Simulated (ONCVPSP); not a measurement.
## Before and after: ONCV potential for arsenic (As)

```json
{
 "Element": "arsenic",
 "Generator": "ONCVPSP 4.0.1",
 "Type": "optimised norm-conserving Vanderbilt (ONCV)",
 "Functional": "PBE",
 "Relativity": "non-relativistic",
 "Frozen core": "[Ar]",
 "Valence charge": "15",
 "Reference configuration": "3d10 4s2 4p3",
 "Partial waves": "4s: rc 1.35 bohr, ncon 4, nbas 8, qcut 4.5 1/bohr, 2 projectors, debl 1.1 Ha; 4p: rc 1.50 bohr, ncon 3, nbas 8, qcut 4.8 1/bohr, 2 projectors, debl 0.9 Ha; 3d: rc 0.60 bohr, ncon 5, nbas 9, qcut 17.4 1/bohr, 2 projectors, debl 0.5 Ha",
 "Local potential": "polynomial inside 0.45 bohr (lpopt 3, dvloc0 6 Ha)",
 "Core correction": "Teter function, fcfact 2.25, rcfact 1.8"
}
```

In the d channel the program set the typed energies aside and used -1.533, 0.250 Ha.

Change: p: qcut 4.1.

Cutoffs: the cutoffs (Ha) at which the residual kinetic energy of the hardest occupied pseudo-wave falls to 1 and 0.1 mHa per electron; they do not see the model core or the augmentation charge, which bear on the density cutoff. Errors are all-electron minus pseudo energies relative to the spin-unpolarised reference configuration.

Q: How do hardness, ghosts and transferability respond?

A: The potential gets neither clearly harder nor softer (761 Ha and 863 Ha → 761 Ha and 863 Ha); both files keep a bound ghost (p, s); of the 4 tests that both files solve, the error grows in 0 and shrinks in 3 by more than 15 % and 0.3 meV (median size 4.1 → 3.0 meV).

| quantity | base | changed |
| --- | --- | --- |
| cutoff, loose | 761 Ha | 761 Ha |
| cutoff, tight | 863 Ha | 863 Ha |
| loose cutoff by channel | s 14 Ha, p 8.3 Ha, d 761 Ha | s 14 Ha, p 8.0 Ha, d 761 Ha |
| bound ghosts | s, p | s, p |
| GHOST(+) flags under 300 eV | none | none |
| error for 3d10 4s2 4p2, meV [ΔE 9.18 eV] | -1.2 | -0.6 |
| error for 3d10 4s2 4p1, meV [ΔE 27.11 eV] | -7.0 | -5.4 |
| error for 3d10 4s2 4p0, meV [ΔE 54.78 eV] | -34 | -31 |
| error for 3d10 4s2 4p2.5, meV [ΔE 3.57 eV] | -0.4 | -0.1 |
| s: phases at 1.37 bohr within 0.05 rad from the reference energy up to (Ha; the scan ends near 5) | to the end of the scan | to the end of the scan |
| p: phases at 1.52 bohr within 0.05 rad from the reference energy up to (Ha; the scan ends near 5) | to the end of the scan | to the end of the scan |
| d: phases at 0.61 bohr within 0.05 rad from the reference energy up to (Ha; the scan ends near 5) | to the end of the scan | to the end of the scan |
| rms error of d²Exc/dni dnj with the model core, mHa | 2.57 | 2.57 |

 A true bound ghost makes a file unfit for plane-wave use even where its test errors are small: the radial tests pick states by their node count and pass the ghost by.
